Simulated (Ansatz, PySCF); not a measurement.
This Ansatz (a first-principles code) input computes a CAM-B3LYP/def2-TZVPD energy:

Ansatz 0.2 input:
```yaml
crystal:
  periodic: [false, false, false]
  atoms:
    - {symbol: Si, position_ang: [0.28113023, -0.21772139, 0.37791859]}
    - {symbol: O, position_ang: [0.97574985, -0.05763724, -1.00385569]}
    - {symbol: F, position_ang: [-1.30464689, 0.38991083, 0.30444279]}
basis:
  gaussian:
    orbitals: def2-TZVPD
hamiltonian:
  xc: {name: CAM-B3LYP}
total_charge: -1
output: {forces: true}
```

Problem. Write an input for the same energy in PySCF and say what it gives.

Solution. 
```python
from pyscf import gto, scf, dft

mol = gto.M(
    atom='''
    Si    0.28113023   -0.21772139    0.37791859
    O     0.97574985   -0.05763724   -1.00385569
    F    -1.30464689    0.38991083    0.30444279
    ''',
    basis='def2-tzvpd',
    charge=-1,
    spin=0,
    verbose=4,
)

mf = dft.RKS(mol, xc='camb3lyp').density_fit(auxbasis='def2-universal-jkfit')
mf.grids.level = 3
mf.conv_tol = 1e-9
mf.max_cycle = 100
mf.max_memory = 1500
mf.kernel()
if not mf.converged:
    mf = mf.newton()
    mf.kernel(mf.make_rdm1())
mf.analyze()
```
It gives -464.74545 Eh, and Ansatz -464.74541 Eh, a difference of 0.04 mEh, from the treatment of integrals and grids.
